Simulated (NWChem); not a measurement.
System: CBr, doublet; SMILES [C]Br

Input file for NWChem:

```
start job
memory heap 200 mb stack 900 mb global 1100 mb
geometry units angstroms noautosym nocenter noautoz
  C      0.000000     0.000000    -1.508940
  Br     0.000000     0.000000     0.263245
end
basis spherical
  * library cc-pvtz
end
dft
  odft
  mult 2
  xc b3lyp
  iterations 150
end
property
  efieldgrad
end
task dft property
```

The state is orbitally degenerate and is run as one real component. The geometry was optimised at PBE0-D3(BJ)/def2-TZVP, spin-unrestricted. No stability test was run on the SCF state. B3LYP is NWChem's, with the RPA form of VWN correlation.

Vzz is the largest principal value of the second derivative of the potential at the nucleus (NWChem prints the opposite sign); η is the asymmetry. Non-relativistic.

Atoms are numbered as in the input.

Task: Give the results of this calculation. (B3LYP/cc-pVTZ, spin-unrestricted.) Quantities: Vzz Br2 (a.u.); η Br2.

Result: 
| Quantity | Value |
|---|---|
| Vzz Br2 (a.u.) | -3.354 |
| η Br2 | 0.79 |
